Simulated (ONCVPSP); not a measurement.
# An all-electron radial function and its pseudo partner (chromium (Cr))

Columns: radius, all-electron u(r) and pseudo u(r) of the 3d shell (level -6.47 eV) of chromium in the configuration [Ne] 3s2 3p6 3d5 4s0.5; LDA (Perdew-Wang 92), scalar-relativistic, ONCV scheme, ONCVPSP 4.0.1.

| r (bohr) | all-electron | pseudo |
| --- | --- | --- |
| 0.072 | 0.0208 | 0.0043 |
| 0.145 | 0.1038 | 0.0332 |
| 0.217 | 0.2254 | 0.1016 |
| 0.290 | 0.3590 | 0.2135 |
| 0.362 | 0.4817 | 0.3538 |
| 0.435 | 0.5870 | 0.5052 |
| 0.507 | 0.6688 | 0.6413 |
| 0.580 | 0.7296 | 0.7484 |
| 0.652 | 0.7702 | 0.8160 |
| 0.725 | 0.7945 | 0.8479 |
| 0.798 | 0.8054 | 0.8516 |
| 0.870 | 0.8058 | 0.8383 |
| 0.942 | 0.7985 | 0.8172 |
| 1.015 | 0.7853 | 0.7938 |
| 1.088 | 0.7680 | 0.7708 |
| 1.160 | 0.7482 | 0.7487 |
| 1.232 | 0.7266 | 0.7266 |
| 1.305 | 0.7035 | 0.7034 |
| 1.378 | 0.6798 | 0.6798 |
| 1.450 | 0.6562 | 0.6562 |
| 1.522 | 0.6328 | 0.6327 |
| 1.595 | 0.6093 | 0.6093 |
| 1.668 | 0.5863 | 0.5862 |
| 1.740 | 0.5641 | 0.5641 |
| 1.812 | 0.5425 | 0.5425 |
| 1.885 | 0.5214 | 0.5213 |

**Question.** How many radial nodes do the two functions have?

**Answer.** The all-electron 3d function has n − l − 1 = 0; the pseudo-wave has 0.

**Question.** At about which radius was the pseudo-wave matched?

**Answer.** 1.30 bohr, where the columns begin to agree (steps of 0.07 bohr).

**Question.** Where does each function peak?

**Answer.** Outermost all-electron maximum near 0.87 bohr, pseudo maximum near 0.80 bohr (to the table’s step).

**Question.** Is the pseudo-wave norm-conserving?

**Answer.** Yes: the ONCV scheme keeps the norm inside the radius equal to the all-electron one, which fixes the energy derivative of the logarithmic derivative at the level.
